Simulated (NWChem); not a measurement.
Molecule: C$_{2}$H$_{2}$F$_{2}$OSi; SMILES FC1=CO[Si@H]1F

```xyz
8

F     -0.9258    -2.1256    -0.0505
C     -0.1905    -1.0294    -0.0464
C      1.1264    -0.8694    -0.2873
O      1.4447     0.4732    -0.1223
Si    -0.1616     0.7572     0.4123
F     -0.9292     1.8533    -0.4833
H      1.9328    -1.5616    -0.5491
H     -0.2528     1.2091     1.8156
```
Atoms are numbered in this order, from 1.

The geometry was optimised at PBE0/def2-SVP.

**Question.** Give the principal values of the shielding tensors (ppm) of F1, C2, C3, O4, Si5 from B3LYP/6-31G* (spherical d), GIAO (NWChem), with their diamagnetic and paramagnetic parts as GIAO splits them.

**Answer.** 
```
atom    σ11    σ22    σ33  isotropic  diamagnetic  paramagnetic
----  -----  -----  -----  ---------  -----------  ------------
F1    299.0  324.1  431.2      351.4        475.0        -123.6
C2    -11.8   75.1   96.9       53.4        249.9        -196.5
C3    -46.0   78.9  108.7       47.2        256.2        -209.0
O4    201.8  282.5  308.2      264.2        389.8        -125.7
Si5   387.4  413.7  443.8      415.0        880.0        -465.1
```
